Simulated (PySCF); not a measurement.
## Electronic structure of Pd (palladium, neutral) at the UHF level

Configuration: [Kr] 4d9 5s1, high-spin 3D determinant (an excited configuration). Computed with PySCF 2.14 in def2-QZVPP with the def2 core potential (28 electrons), with scalar relativity through the core potential.

```
Total energy                                                  : -127.035330 hartree
One-electron energy                                           : -226.0441 hartree
Hartree (Coulomb) energy                                      : 110.9784 hartree
Exchange energy                                               : -11.9697 hartree
⟨S²⟩                                                          : 2.0028
⟨L²⟩                                                          : 6.036
Sum of ⟨r⟩                                                    : 25.05 bohr
Sum of ⟨r²⟩                                                   : 47.34 bohr²
Traceless quadrupole moment −½Σ⟨3z² − r²⟩ along its main axis : -0.647 e·bohr²
```

| shell | electrons | mean orbital energy (hartree) | spread (hartree) | rms radius, mean of both spins (bohr) |
| --- | --- | --- | --- | --- |
| 4s α | 1 | -4.08142 | 0 | 1.02 |
| 4s β | 1 | -4.00713 | 0 | 1.02 |
| 4p α | 3 | -2.62492 | 0.06117 | 1.13 |
| 4p β | 3 | -2.53797 | 0.04732 | 1.13 |
| 4d α | 5 | -0.48691 | 0.07218 | 1.62 |
| 4d β | 4 | -0.44423 | 0.05440 | 1.62 |
| 5s α | 1 | -0.23787 | 0 | 3.75 |

Energies and moments cover only the electrons outside the core potential.
